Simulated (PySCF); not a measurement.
**Choosing a basis for TDDFT**

Species: propyl propanoate, C6H12O2.
SMILES: `CCCOC(=O)CC`

TDDFT with PBE0 (PySCF), vertical singlets, core orbitals frozen in the response, spherical d and f functions. Isolated species at its PBE0-D3(BJ)/def2-SVP geometry (one conformer only).

```
      basis  functions  diffuse  S1 (eV)  S2 (eV)  S3 (eV)  S4 (eV)  S5 (eV)  LUMO (eV)  α (au)
     6-31G*        136       no     6.00     8.04     8.46     9.07     9.24       0.80    68.9
    6-31+G*        168      yes     5.99     7.29     7.73     7.82     7.92       0.33    76.3
   def2-SVP        172       no     6.01     8.02     8.39     8.55     8.90       0.60    70.7
aug-cc-pVDZ        292      yes     5.95     6.91     7.31     7.48     7.49      -0.07    83.2
```

Q: How much do these states and the polarisability depend on the basis?

A: States are compared by their number. Against the largest diffuse basis here (aug-cc-pVDZ, itself not a converged limit), sets without diffuse functions differ by up to 0.05 eV in S1 and 1.75 eV in S5; the smaller diffuse sets differ by up to 0.04 and 0.43 eV. State by state, the largest deviation of a set without diffuse functions is S1 0.05, S2 1.13, S3 1.15, S4 1.60, S5 1.75 eV. The same number needn't mean the same state in each row. Against aug-cc-pVDZ the polarisability deviates by -17% in 6-31G*, -8% in 6-31+G*, -15% in def2-SVP. A single + in a Pople set puts diffuse functions on heavy atoms only.
